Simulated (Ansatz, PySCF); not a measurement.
Process, species as SMILES: CCOC -> [CH2]OCC + H atom (the C-H bond at the site shown breaks; other sites are not compared here)
Structures are relaxed separately at B3LYP-D3(BJ)/def2-TZVP in Ansatz (an electronic-structure program), one conformer each, not searched for the lowest.

Quantity: bond dissociation energy (0 K, with B3LYP-D3(BJ) harmonic zero-point energies from PySCF), in kcal/mol. Cores are frozen in the correlated levels unless marked. Open shells are spin-unrestricted. Spin-orbit coupling is left out. No relativistic terms. CBS marks a two-point X^-3 extrapolation of the correlation energy; Hartree-Fock from the larger set. [CCSD(T)-MP2]/basis is that difference in the basis named.

```
level                         program  bond dissociation energy (kcal/mol)
---------------------  --------------  -----------------------------------
HF/STO-3G                      Ansatz                                 98.1
HF/6-31G*                      Ansatz                                 72.7
HF-D3(BJ)/def2-TZVPD    PySCF + dftd3                                 73.4
RI-HF/aug-cc-pVTZ              Ansatz                                 71.1
PBE/def2-TZVPD                 Ansatz                                 89.3
PBE-D3(BJ)/def2-TZVPD  Ansatz + dftd3                                 89.7
PBE-D4/def2-TZVPD      Ansatz + dftd4                                 89.6
```

### Question
Estimate the value at RI-MP2/CBS(cc-pVTZ,cc-pVQZ)+[CCSD(T)-MP2]/cc-pVDZ as computed with Ansatz.

### Answer
96.0 kcal/mol, so PBE-D4/def2-TZVPD differs from it by -6.4 kcal/mol.
